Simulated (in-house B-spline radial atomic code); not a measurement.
## Ba IV (Ba3+): [Kr] 4d9 5s2 5p4 6g2 (an excited or competing configuration)

Method: Dirac-Hartree-Fock, average of configuration, Fermi nucleus of rms radius 4.8378 fm. Calculated with a B-spline radial code for spherical atoms.

Screening seen three ways: the hydrogenic charge with the same mean radius, Z_r = [3n² - l(l+1)]/(2<r>), the one with the same energy, Z_e = n√(-2ε), and Slater's rules. Values are occupation-weighted means over j. An effective charge above Z reflects the relativistic contraction of the inner shells.

| shell | electrons | ε (eV) | <r> (bohr) | Z_r | Z_e | Slater |
| --- | --- | --- | --- | --- | --- | --- |
| 1s | 2 | -37717 | 0.02557 | 58.65 | 52.65 | 55.70 |
| 2s | 2 | -6117.6 | 0.1092 | 54.97 | 42.41 | 51.85 |
| 2p | 6 | -5495.1 | 0.09599 | 52.09 | 40.19 | 51.85 |
| 3s | 2 | -1383.6 | 0.2902 | 46.53 | 30.25 | 44.75 |
| 3p | 6 | -1178 | 0.2882 | 43.37 | 27.91 | 44.75 |
| 3d | 10 | -874.58 | 0.2659 | 39.49 | 24.05 | 34.85 |
| 4s | 2 | -334.87 | 0.669 | 35.87 | 19.84 | 28.25 |
| 4p | 6 | -264.57 | 0.7087 | 32.45 | 17.64 | 28.25 |
| 4d | 9 | -159.8 | 0.7836 | 26.80 | 13.71 | 17.20 |
| 5s | 2 | -87.075 | 1.535 | 24.43 | 12.65 | 11.80 |
| 5p | 4 | -67.434 | 1.703 | 21.44 | 11.13 | 11.80 |
| 6g | 2 | -6.9304 | 9.361 | 4.70 | 4.28 | - |

The least bound orbital is 6g7/2 at -6.93 eV, and it is also the most diffuse (<r> = 9.362 bohr). The part-filled 4d shell lies below the filled 5s shell in orbital energy.

Spin-orbit splittings of the orbital energies (j = l + 1/2 above j = l - 1/2 when positive): 2p 383.1 eV, 3p 75.97 eV, 3d 15.96 eV, 4p 16.23 eV, 4d 2.824 eV, 5p 2.893 eV, 6g -0.0007526 eV.

For the 1s electron the small component carries 4.28 % of the norm, the zero-frequency Breit interaction raises the level by 97.79 eV, self-energy by 56.64 eV, and vacuum polarisation lowers it by 8.185 eV.
